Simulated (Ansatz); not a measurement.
Species: AlCl, charge 0, triplet. This triplet is an excited state, 3.0 eV above the singlet at CCSD(T)/cc-pV(5+d)Z (Ansatz, a first-principles code). AlCl (SMILES [Al][Cl], triplet).
B3LYP-D3(BJ)/def2-TZVP minimum from Ansatz:
```xyz
2

Al     0.0000     0.0000    -1.2044
Cl     0.0000     0.0000     0.9210
```
Charge 0, spin multiplicity 3.

Hartree-Fock and CCSD correlation energies in hartree (Ansatz). Open shells are spin-unrestricted; no spin-orbit coupling. Correlated methods leave the cores frozen. No relativity. The spin of AlCl ([Al][Cl], triplet) was assumed, and the state is the lowest solution found for it.

```json
[
 {"basis": "cc-pV(T+d)Z", "X": "3", "E(HF)": "-701.43397", "E(corr, CCSD)": "-0.23769"},
 {"basis": "cc-pV(Q+d)Z", "X": "4", "E(HF)": "-701.44023", "E(corr, CCSD)": "-0.25848"},
 {"basis": "cc-pV(5+d)Z", "X": "5", "E(HF)": "-701.44132", "E(corr, CCSD)": "withheld"}
]
```

Problem. Fit E(corr) = E∞ + A/X³ to X = 3 and 4, predict X = 5, and compare with the run.

Solution. A = (-0.23769 - (-0.25848))/(1/27 - 1/64) = 0.9709; E∞ = -0.25848 - A/64 = -0.27365; at X = 5, E∞ + A/125 = -0.26588. The run gave -0.26539, 0.49 mEh above the prediction. The same form on X = 4 and 5 gives E∞ = -0.27264, 1.01 mEh above the first estimate.
